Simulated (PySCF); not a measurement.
**Ag³⁵⁺: ionisation energy**

Ag³⁵⁺ [Ne] 3s2 (1S) → Ag³⁶⁺ [Ne] 3s1 (2S), as a difference of total energies. Computed with PySCF 2.14 in an uncontracted even-tempered set (18 s from 5.9 bohr⁻², ratio 2.5; 12 p from 7.7 bohr⁻², ratio 2.5; 4 d from 29 bohr⁻², ratio 2.7; 4 f from 43 bohr⁻², ratio 2.7), with scalar relativity by spin-free X2C-1e. Correlated levels: outer shells: 1s2 frozen; virtual orbitals above 40 to 60 times the deepest correlated orbital energy dropped. The calculations carry no spin-orbit coupling.

```csv
method,ionisation energy (eV)
UHF,2295.3
LDA,2299.3
PBE,2301.0
PBE0,2299.9
r2SCAN,2295.5
PBEsol,2299.1
B2PLYP,2299.2
MP2 (outer shells),2298.6
SCS-MP2 (outer shells),2299.0
```

Question: How much does correlation contribute at MP2 (outer shells)?

Answer: 2298.6 − (2295.3) = 3.3 eV, measured against UHF.

Breit and QED terms and the two-electron picture change are absent.

For comparison: 2302 ± 3 eV (semi-empirical (NIST evaluation); NIST Atomic Spectra Database, ionization energies).
